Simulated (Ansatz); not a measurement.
Gas-phase electronic energies from Ansatz, PBE0-D4/def2-TZVP geometries. CCSD(T)/CBS is the MP2 limit (def2-TZVPP, def2-QZVPP) plus CCSD(T) − MP2 in def2-TZVPP, frozen cores. DFT in def2-TZVPP. For Ge outer-core shells are correlated without core-valence functions, which leaves a few kJ/mol of doubt a bond. Scalar relativity is left out up to krypton. One conformer a species, not always the lowest.

Consider the cleavage of the Si–B bond: `OCOB[SiH3]` + `[NH2][Ge][OH]` → `[NH2][Ge][O][SiH3]` + `BOCO`.

`OCOB[SiH3]`:

Z-matrix (Å, degrees):
```
C
O 1 1.419
O 1 1.384 2 112.0
H 1 1.093 2 105.6 3 122.8
H 1 1.092 2 110.0 3 -118.2
B 2 1.351 1 121.1 3 62.0
H 3 0.962 1 109.0 2 68.0
Si 6 2.034 2 125.5 1 0.1
H 6 1.201 2 114.3 1 -178.0
H 8 1.491 6 108.6 2 -97.3
H 8 1.491 6 109.7 2 145.8
H 8 1.490 6 115.0 2 24.0
```

`[NH2][Ge][OH]`:

Z-matrix (Å, degrees):
```
N
Ge 1 1.829
H 1 1.009 2 127.3
H 1 1.008 2 121.0 3 -179.9
O 2 1.793 1 99.4 3 0.0
H 5 0.961 2 116.5 1 -0.1
```

`[NH2][Ge][O][SiH3]`:

```xyz
9

N     0.863    2.068    0.935
Ge    0.715    0.321    1.392
O    -0.098   -0.147   -0.149
Si   -0.683   -1.533   -0.785
H     1.284    2.766    1.527
H     0.531    2.432    0.055
H    -2.137   -1.388   -1.064
H     0.018   -1.841   -2.060
H    -0.492   -2.679    0.150
```

`BOCO`:

Cartesian coordinates in Å:
```
B -0.196 1.542 -0.256
O -0.197 0.471 0.556
C 0.398 -0.753 0.167
O -0.562 -1.682 -0.185
H 0.365 1.490 -1.318
H -0.757 2.522 0.136
H 1.001 -1.084 1.019
H 1.029 -0.602 -0.713
H -1.081 -1.902 0.594
```

**Question.** Is it downhill or uphill in electronic energy at CCSD(T)/CBS, and by how much? (An estimate is asked.)

**Answer.** Computed: Downhill: ΔE = -129.6 kJ/mol.

**Question.** What do these levels give: LDA (SPW92), r2SCAN-D4, B97M-V, RPA@PBE/def2-TZVPP, MP2/def2-TZVPP, CCSD/def2-TZVPP? (An estimate is asked.)

**Answer.** Ansatz gave: LDA (SPW92) -104.1, r2SCAN-D4 -123.3, B97M-V -124.2, RPA@PBE/def2-TZVPP -129.4, MP2/def2-TZVPP -138.5, CCSD/def2-TZVPP -132.9 kJ/mol.

Largest T1 diagnostic among the species: 0.014.

Leaving LDA and LC-ωPBE aside and taking each functional with its dispersion term where it has one, the values, not all of them listed here, spread over 37.9 kJ/mol, from BHLYP-D4 to revPBE-D4. LDA lies +3.4 kJ/mol from PBE without D4. In def2-TZVPP, CCSD(T) changes the Hartree–Fock value by +29.2 kJ/mol (the triples alone add +3.6 kJ/mol) and MP2 by +20.0 kJ/mol. From PBE to PBE0 (25 % exact exchange), in def2-TZVPP and without D4, ΔE moves by −8.9 kJ/mol.
